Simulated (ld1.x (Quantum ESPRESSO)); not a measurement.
**rhodium: one change to a PAW potential, before and after**

```
Element                 : Rh
Generator               : ld1.x (Quantum ESPRESSO) 7.5
Type                    : PAW
Functional              : PW91
Relativity              : scalar-relativistic
Frozen core             : [Kr]
Valence charge          : 9
Reference configuration : 4d8 5s1 5p0
Partial waves           : 5s (bound): rcut 2.30, rcutus 2.55 bohr; 5s channel at 2 Ry: rcut 2.30, rcutus 2.55 bohr; 5p (bound, empty): rcut 2.60, rcutus 2.75 bohr; 5p channel at 0.7 Ry: rcut 2.60, rcutus 2.75 bohr; 4d (bound): rcut 1.30, rcutus 1.55 bohr; 4d channel at 1 Ry: rcut 1.30, rcutus 1.55 bohr
Local potential         : all-electron potential smoothed inside 1.65 bohr (lloc = -1)
Core correction         : Bessel-smoothed model core, default radius (core density twice the valence density)
Augmentation charge     : PSQ, inside the norm-conserving radii
```

Change: wave 4d channel at 1 Ry: rcut 1.30, rcutus 1.55 bohr becomes 4d channel at 2.1 Ry: rcut 1.30, rcutus 1.55 bohr.

Cutoffs: the cutoffs (Ry, on a coarse ladder) from which the occupation-weighted sum of valence levels, in a spherical-Bessel basis at the reference potential, stays within 10 and 1 mRy of its value at 400 Ry; they do not see the model core or the augmentation charge, which bear on the density cutoff. Errors are all-electron minus pseudo energies relative to the spin-unpolarised reference configuration.

**Question.** Predict the effect on cutoff, ghosts and configuration errors.

**Answer.** The potential gets neither clearly harder nor softer (45 Ry and 80 Ry → 45 Ry and 80 Ry); both files keep a bound ghost (s); the number of tests with a reliable result goes from 7 to 6 (the test run of the changed file stopped, so its transferability is not established); of the 6 tests that both files solve, the error grows in 0 and shrinks in 1 by more than 15 % and 0.3 meV (median size 21.6 → 21.5 meV).

| quantity | base | changed |
| --- | --- | --- |
| cutoff, loose | 45 Ry | 45 Ry |
| cutoff, tight | 80 Ry | 80 Ry |
| bound ghosts | s | s |
| tests with a reliable result | 7 of 7 | 6 of 7 (the test run stopped) |
| error for 4d8 5s0 5p0, meV [ΔE 7.52 eV] | -3.7 | -3.8 |
| error for 4d7 5s0 5p0, meV [ΔE 27.11 eV] | -57 | -60 |
| error for 4d6 5s0 5p0, meV [ΔE 59.69 eV] | -367 | -366 |
| error for 4d7 5s2 5p0, meV [ΔE 2.47 eV] | -40 | -39 |
| error for 4d8 5s0 5p1, meV [ΔE 3.64 eV] | -1.1 | -0.8 |
| error for 4d8 5s0.5 5p0, meV [ΔE 2.95 eV] | -1.2 | -1.2 |
| s: phases at 3.00 bohr within 0.05 rad from the reference energy up to (Ry; the scan ends near 5) | 3.8 | 3.8 |
| p: phases at 3.00 bohr within 0.05 rad from the reference energy up to (Ry; the scan ends near 5) | 0.3 | 0.3 |
| d: phases at 3.00 bohr within 0.05 rad from the reference energy up to (Ry; the scan ends near 5) | to the end of the scan | to the end of the scan |
| lowest overlap eigenvalue by channel | s 0.40, p 0.49, d 0.96 | s 0.40, p 0.49, d 0.90 |

 A true bound ghost makes a file unfit for plane-wave use even where its test errors are small: the radial tests pick states by their node count and pass the ghost by.
